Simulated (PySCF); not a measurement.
Bi(H)(Me)2 (C2H7Bi), SMILES [CH3][BiH][CH3]. Atoms are numbered in the order given.

```xyz
10

Bi    -0.0233     0.2934     0.0000
H      1.7853     0.4352     0.0000
C      0.0087    -1.2945     1.6655
H      0.2685    -0.8163     2.6202
H     -0.9930    -1.7415     1.7374
H      0.7482    -2.0671     1.4178
C      0.0087    -1.2945    -1.6655
H      0.2685    -0.8163    -2.6202
H      0.7482    -2.0671    -1.4178
H     -0.9930    -1.7415    -1.7374
```
Charge 0, spin multiplicity 1.

Geometry optimised at B3LYP-D3(BJ)/def2-SVP. The def2 effective core potentials stand for the cores of Bi; spin–orbit coupling is left out.

Computed with PySCF with PBE0/def2-TZVPD.

Mulliken values depend strongly on the basis, most of all with diffuse functions as here. ESP charges are fitted to the potential on shells at 1.4 to 2.0 van der Waals radii. Atomic charges (e):

```tsv
atom	ESP fit	Mulliken
Bi1	0.18	0.40
H2	-0.08	-0.04
C3	-0.37	-0.85
H4	0.10	0.21
H5	0.11	0.24
H6	0.10	0.22
C7	-0.37	-0.85
H8	0.10	0.21
H9	0.10	0.22
H10	0.11	0.24
```
